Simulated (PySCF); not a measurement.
Process, species as SMILES: N#P (N-P) + H+ → [NH+]#P
B3LYP-D3(BJ)/def2-TZVP geometries, fixed; electronic energies without zero-point terms; positive where energy is released.

Energies in hartree at PBE0 with PySCF; the proton affinity is their sum with the coefficients shown, times 627.509 kcal/mol a hartree; the bare proton counts zero. All functions are spherical. Density fitting with generated auxiliary sets. The proton sits at the site shown, which need not be the one that binds it best. No added dispersion term, no relativity.

```
species    coefficient  part  cc-pV(D+d)Z  cc-pV(T+d)Z  cc-pV(Q+d)Z
---------  -----------  ----  -----------  -----------  -----------
N#P (N-P)           +1  PBE0   -395.87351   -395.90198   -395.90988
[NH+]#P             -1  PBE0   -396.18889   -396.21899   -396.22669
```

Question: Predict the proton affinity in cc-pV(5+d)Z (X = 5): let each PBE0 step shrink by the ratio of the last two. Compare with the run.

Answer: 
- N#P (N-P): steps -0.02847 and -0.00790, ratio 0.277, so PBE0 -395.91207 (run: -395.91324).
- [NH+]#P: steps -0.03010 and -0.00770, ratio 0.256, so PBE0 -396.22866 (run: -396.22991).
Predicted 198.66 kcal/mol; the run in cc-pV(5+d)Z gives 198.71, a miss of -0.05. Keeping the value in cc-pV(Q+d)Z, 198.80, would miss by 0.09. All sums are of the energies as printed.
